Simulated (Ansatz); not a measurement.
`C[NH][Al]([F])[Cl]` → `[CH2]` (triplet) + `[NH2][Al]([F])[Cl]` at 298.15 K and 1 bar (formal loss of a carbene).

Program: Ansatz. Geometries: PBE0-D4/def2-TZVP. ΔE: electronic, gas phase. CCSD(T)/CBS is the MP2 limit (def2-TZVPP, def2-QZVPP) plus CCSD(T) − MP2 in def2-TZVPP, frozen cores. This one scheme is used for every species. Triplets are unrestricted, without spin–orbit coupling. Each species was taken in one conformer, which may not be the lowest.

```csv
species,CCSD(T)/CBS energy (Eh),H − E (kJ/mol),S (J/(mol·K))
`C[NH][Al]([F])[Cl]`,-896.93383,175.7,352.0
`[CH2]` (triplet),-39.09499,55.4,195.3
`[NH2][Al]([F])[Cl]`,-857.68991,96.2,316.8
```

H − E and S are ideal-gas, rigid-rotor, harmonic terms from PBE0-D4/def2-TZVP, for one conformer and one mirror image of each species, with the whole ground term of open shells counted as degenerate. 1 Eh = 2625.50 kJ/mol, R = 8.31446 J/(mol·K).

By hand: ΔE, ΔH, ΔS and ΔG.

ΔE = (-39.09499) + (-857.68991) − (-896.93383) = 0.14893 Eh = 391.0 kJ/mol. Δ(H − E) = 55.4 + 96.2 − 175.7 = -24.1, so ΔH = 366.9 kJ/mol. ΔS = 195.3 + 316.8 − 352.0 = 160.1 J/(mol·K). ΔG = 366.9 − 298.15 × (160.1)/1000 = 319.2 kJ/mol.

By hand: the equilibrium constant, and the temperature at which ΔG would vanish if ΔH and ΔS stayed fixed.

log₁₀ K = −ΔG/(RT ln 10) = -55.9. ΔG = 0 at ΔH/ΔS = 2292 K.

The number of gas molecules changes by +1, which sets the sign of ΔS. A doubt of 5 kJ/mol in ΔE shifts log₁₀ K by 0.9 here. Other conformers and mirror images would add mixing entropy, several J/(mol·K) or more a flexible species. A triplet takes part, so the spin changes. These are equilibria of isolated gas molecules and say nothing of rates. Largest T1 diagnostic: 0.011 (customary marks: 0.02 for closed shells, 0.045 for open ones).
